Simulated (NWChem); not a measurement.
System meant: BeH2SeO; SMILES [OH][Be][SeH]

Here is an NWChem input.

```
start job
memory heap 200 mb stack 900 mb global 1100 mb
geometry units angstroms noautosym nocenter noautoz
  Be    -0.027732    -1.227033    -0.044760
  O     -0.063652    -2.629946    -0.128004
  H     -0.096996    -3.429305     0.389971
  Se     0.065318     0.802402     0.047175
  H     -1.404508     0.888870     0.005241
end
basis spherical
  * library 6-31g*
end
dft
  xc xtpss03 ctpss03
  iterations 150
end
property
  shielding
end
task dft property
```

End of the output:

```
 Vector   27  Occ=0.000000D+00  E= 2.142435D-02
              MO Center= -5.6D-02, -1.1D+00,  2.4D-01, r^2= 3.4D+00
   Bfn.  Coefficient  Atom+Function         Bfn.  Coefficient  Atom+Function
  ----- ------------  ---------------      ----- ------------  ---------------
     9      0.697513  1 Be pz                 5      0.454698  1 Be pz
     6      0.378940  1 Be s                 47     -0.283962  4 Se pz
    43     -0.261622  4 Se pz                23     -0.219978  2 O  pz
    19     -0.205150  2 O  pz                30     -0.197614  3 H  s
    22     -0.123464  2 O  py                 8     -0.120679  1 Be py

 center of mass
 --------------
 x =   0.04233734 y =   0.13627684 z =   0.02979719

 moments of inertia (a.u.)
 ------------------
         670.257141972500         -21.520377408031          -1.077461643692
         -21.520377408031          10.482999311911         -26.437679817717
          -1.077461643692         -26.437679817717         676.578289810643

     Multipole analysis of the density
     ---------------------------------

     L   x y z        total         alpha         beta         nuclear
     -   - - -        -----         -----         ----         -------
     0   0 0 0     -0.000000    -24.000000    -24.000000     48.000000

     1   1 0 0     -0.282531     -0.234962     -0.234962      0.187393
     1   0 1 0     -0.836900      0.721496      0.721496     -2.279892
     1   0 0 1      0.334537     -0.584927     -0.584927      1.504392

     2   2 0 0    -20.420037    -14.071408    -14.071408      7.722779
     2   1 1 0     -0.630893     -4.496289     -4.496289      8.361685
     2   1 0 1     -0.016569     -0.239916     -0.239916      0.463263
     2   0 2 0    -18.303616   -180.199459   -180.199459    342.095303
     2   0 1 1     -2.639949     -6.439414     -6.439414     10.238879
     2   0 0 2    -23.247080    -12.278590    -12.278590      1.310099

          -----------------------------------------
          Chemical Shielding Tensors (GIAO, in ppm)
          -----------------------------------------

 ------------------------------------------------------------------------
  xtpss03: d2 not coded                    0
 ------------------------------------------------------------------------
 ------------------------------------------------------------------------
  current input line :
    20: task dft property
 ------------------------------------------------------------------------
 ------------------------------------------------------------------------
 This error has not yet been assigned to a category
 ------------------------------------------------------------------------
 For more information see the NWChem manual at https://nwchemgit.github.io

0: xtpss03: d2 not coded:Received an Error in Communication
```

What is wrong, and how is it mended?

The run crashed. Cause: this functional's second derivatives, which shieldings need, aren't coded here; the fix takes a hybrid GGA instead. This input runs:
```
start job
memory heap 200 mb stack 900 mb global 1100 mb
geometry units angstroms noautosym nocenter noautoz
  Be    -0.027732    -1.227033    -0.044760
  O     -0.063652    -2.629946    -0.128004
  H     -0.096996    -3.429305     0.389971
  Se     0.065318     0.802402     0.047175
  H     -1.404508     0.888870     0.005241
end
basis spherical
  * library 6-31g*
end
dft
  xc pbe0
  iterations 150
end
property
  shielding
end
task dft property
```
It converges to -2492.12418 Ha (PBE0/6-31G* (spherical d), GIAO).
